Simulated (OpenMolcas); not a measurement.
**Re II: effect of the IPEA shift**

```yaml
Program: OpenMolcas
Basis: ANO-RCC-VTZP [8s7p5d3f2g1h]
Scalar_Hamiltonian: DKH2, point nucleus
Active_space: 6 electrons in 6 orbitals (5d 6s)
State_averaging: 2S+1 = 7 even, 1 root; 2S+1 = 5 even, 35 roots kept (CI in the orbitals of an earlier block); 2S+1 = 3 even, 55 roots kept (CI in the orbitals of an earlier block); 2S+1 = 1 even, 10 roots kept (CI in the orbitals of an earlier block)
Spin-orbit_coupling: state interaction with AMFI integrals over the reference wave functions, term energies averaged over their components
```

Methods on the same reference wave functions:
A. CASSCF
B. MS-CASPT2, IPEA 0 Eh, imaginary shift 0.1 Eh (closed shells correlated: 5s 5p)
C. MS-CASPT2, IPEA 0.25 Eh, imaginary shift 0.1 Eh (closed shells correlated: 5s 5p)

Energies in cm-1 above 5d5 6s 7S3, the measured ground level; measured values from NIST Handbook of Basic Atomic Spectroscopic Data.

```csv
Level,A,B,C,Measured
5d5 6s 7S3,0.0,0.0,0.0,0.0
5d5 6s 5D2 [55 %],21885,15080,16150,
5d5 6s 5D3,22381,16130,16930,
5d5 6s 5D4,22741,16080,16740,
5d5 6s 5D1,22977,15800,16820,
5d5 6s 5D0,23153,15560,16650,
5d5 6s 5S2 [58 %],25207,17930,19140,17224
5d5 6s 5G2 [67 %],25376,20800,21380,18846
5d5 6s 5G3 [56 %],25948,21200,21830,19140
5d5 6s 5G4,26618,22490,22790,20463
5d5 6s 5G5,27116,23280,23510,20976
5d5 6s 5G6,27338,23530,23750,20782
5d5 6s 1S0 [65 %],33993,24270,26490,
5d5 6s 3G5,36389,28030,30070,
```

Deviations, from unrounded energies. A percentage is the sum of absolute deviations over the sum of measured energies, with the sign that they share, or ± where signs differ.

```csv
Against measurement,Levels,A,B,C
mean absolute deviation (cm-1),6,6700,2000,2500
other terms of the ground configuration (%),6,+34.2,+10.0,+12.7
```

B lies closest to measurement on these levels and A furthest from it. The largest miss of B in the table is 5d5 6s 5G6, by +2700 cm-1. The ranking rests on the paired levels alone, and a cruder setting can come out closer through cancelling errors.

Between B and C the level of the table that moves most is 5d5 6s 1S0 [65 %], by 2200 cm-1 (lowest in B, highest in C). Moves below CASPT2's spread within the term are not significant.

The mean deviations of B to C differ by less than CASPT2's widest spread within a term (690 cm-1), so their order carries little weight.

From A to B the spin-free energies of the other terms of 5d5 6s shown, above 7S, scale by factors of 0.69 to 0.85.

The lowest spin-free term lies below A's lowest term by 0.361 hartree in B, 0.345 hartree in C.

CASPT2 breaks the degeneracy within a term, and the mean is taken; among the terms shown or strongly mixed into the levels shown the widest spread is 690 cm-1 (5d5 6s 5G, C). Terms from blocks run as CI alone lack orbitals of their own. Without dynamic correlation excited terms often stand tens of per cent too high (terms of higher spin than the ground term too low), and those without a measured partner can miss by more than the paired ones (holds for A). Some levels mix across a computed gap that differs much from the measured one, so their mixing is not that of the real levels (holds for A). Measured partners are found by configuration, term and J. A level has none where our copy of the source lacks it or the pairing is in doubt (some pairs that miss far off the trend of their configuration count as doubtful), and it then counts in no deviation. Levels of configurations outside the active space are missing. Levels that lie high or do not pair safely by name in every column are left out.

A share in square brackets marks a mixed level and gives the weight of the term that names it, the lowest over the columns.
